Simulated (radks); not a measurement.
Question: Coherent X-ray form factor from a spherical all-electron density. Calculated with a radial shooting solver on a logarithmic mesh with Libxc functionals: non-relativistic Kohn-Sham, PBEsol, spin-unpolarised, spherical densities, point nucleus.

| sin(theta)/lambda (1/angstrom) | f0 (electrons) |
|---|---|
| 0.05 | 49.898 |
| 0.1 | 47.202 |
| 0.15 | 43.981 |
| 0.2 | 40.861 |
| 0.25 | 37.994 |
| 0.3 | 35.351 |
| 0.4 | 30.609 |
| 0.5 | 26.621 |
| 0.6 | 23.462 |
| 0.8 | 19.224 |
| 1 | 16.488 |
| 1.25 | 13.656 |
| 1.5 | 11.095 |
| 2 | 7.423 |

The species is in the configuration that NIST lists as its ground one. Which atom or ion scatters so?

Answer: Neutral antimony, [Kr] 4d10 5s2 5p3. Extrapolating in s^2 from the first two rows gives f0(0) = 50.8, near the electron count 51; among species with that count, the fall with angle is slower the higher Z, and the table is that of Z = 51; from so few rows the species is fixed only to a neighbour or two.
